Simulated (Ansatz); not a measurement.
The same path of Cl₃HOSi (6 atoms, charge 0, multiplicity 1) was run twice with different band settings.

All numbers below come from RKS r2SCAN-D4/def2-SVP (Ansatz).

Relaxed end points:

```xyz
6
Properties=species:S:1:pos:R:3
Si -0.101 0.245 0.151
Cl -1.777 0.455 -1.011
O 0.512 -1.268 0.035
H 0.679 -1.625 -0.846
Cl 1.257 1.660 -0.440
Cl -0.570 0.533 2.110
```

```xyz
6
Properties=species:S:1:pos:R:3
Si -0.024 0.301 0.048
Cl -1.747 0.473 -1.051
O 0.789 -1.063 -0.345
H 0.302 -1.898 -0.332
Cl 1.220 1.860 -0.352
Cl -0.540 0.327 2.032
```

Common settings: movable images 7; spring 5.0 eV/Å²; start path through a guess of the saddle point; force threshold 0.05 eV/Å; iteration limit 60; end points relaxed.

| run | climbing image | optimiser |
| --- | --- | --- |
| 1 | yes | quadratic models (default) |
| 2 | from the first iteration | lbfgs |

Question: What does each run give, and how far can it be trusted?

Answer: Run 1: converged after 10 iterations, highest image 0.015 eV above the first end. A vibrational analysis at the climbing image gives one clearly imaginary mode, 138i cm⁻¹: a first-order saddle point.
Run 2: converged after 27 iterations, highest image 0.015 eV above the first end. Another band between the same ends (7 images) ends at a top of the same energy, where a vibrational analysis finds 1 clearly imaginary mode.
